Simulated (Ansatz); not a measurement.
Compare A (`O=[C](O)[GeH3]`) with its isomer B (`C[O][Ge][OH]`).

Computed with Ansatz on PBE0-D4/def2-TZVP structures; ΔE is electronic, products minus reactants. CCSD(T)/CBS is the MP2 limit (def2-TZVPP, def2-QZVPP) plus CCSD(T) − MP2 in def2-TZVPP, frozen cores. DFT in def2-TZVPP. B3LYP here is the variant with VWN-RPA as its local correlation; programs differ in this. For Ge outer-core shells are correlated without core-valence functions, which leaves a few kJ/mol of doubt a bond. Scalar relativity is left out up to krypton. One conformer a species, not always the lowest.

**Question.** Which isomer does CCSD(T)/CBS put lower? Give the gap. (Estimate.)

**Answer.** Ansatz gave: B, by 128.9 kJ/mol.

**Question.** Give E(B) − E(A) in kJ/mol with CCSD/def2-TZVPP, CCSD(T)/def2-TZVPP, r2SCAN-D4, ωB97M-V, B2PLYP, B3LYP-D4, PBE-D4. (An estimate is asked.)

**Answer.** Ansatz gave: CCSD/def2-TZVPP -113.9, CCSD(T)/def2-TZVPP -111.4, r2SCAN-D4 -109.1, ωB97M-V -123.9, B2PLYP -124.5, B3LYP-D4 -128.8, PBE-D4 -111.7. None reverses the order clearly.

Largest T1 diagnostic: 0.015.
